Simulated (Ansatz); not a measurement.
Reading a saddle point

A first-order saddle point of SiN2H4F2, closed shell, PBE0-D4/def2-TZVP, with one imaginary mode of 1305i cm⁻¹:

Si1  (-0.327, -0.093, 0.710)
N2  (1.024, 0.035, -0.523)
N3  (-1.345, 0.137, -0.525)
H4  (-0.018, 0.171, -1.130)
F5  (-0.040, 0.978, 1.849)
F6  (-0.144, -1.473, 1.479)
H7  (1.631, 0.845, -0.493)
H8  (1.561, -0.795, -0.740)
H9  (-2.341, 0.195, -0.628)
(Å)

Computed with Ansatz 0.2.0 (basis: def2-TZVPP and def2-QZVPP); correlated methods freeze the cores. Extrapolation: Hartree–Fock as exp(−7.88 √X), correlation as X^−2.97.

Task: Which contacts change along the imaginary mode, and what lies on either side? (A judgement: the text doesn't fix the answer.)

Result: By the calculation: The step is SiN₂H₄F₂ ([NH2][Si]([NH2])([F])[F]) → SiNHF₂ ([NH][Si]([F])[F]) + NH₃ (still joined by a long Si–N bond), with the molecules in contact on both sides. Shortening one way: N2–H4; lengthening the same way: Si1–N2, N3–H4.
```
  pair  one side (Å)  saddle (Å)  other side (Å)
 N2–H4          3.05        1.21            1.02
Si1–N2          1.68        1.83            1.90
 N3–H4          1.01        1.46            2.39
```

Task: Which side is lower, and how far does the saddle lie above each? (Judge from chemistry; the value comes from the calculation.)

Result: By the calculation: The side with Si1–N2, N3–H4 short is lower by 191.6 kJ/mol; the saddle lies 234.7 kJ/mol above it and 43.1 kJ/mol above the other (CCSD(T) at an estimated basis limit (MP2 extrapolated from triple and quadruple zeta, plus CCSD(T) − MP2 in triple zeta); electronic energies).

The T1 diagnostic stays at or below 0.013.

Labels in which every atom is bracketed show which atoms are joined, not bond orders.

For scale, one of the runs: CCSD(T)/def2-TZVPP, 222 basis functions, launched by `ansatz run in.yaml --threads 4 --pin off --events-out ev --progress --plain --max-ram 9574MiB`. Hardware: 4 CPU threads of an Arm Neoverse V2, shared host. Wall time 110 s; peak host memory 3.7 GiB.
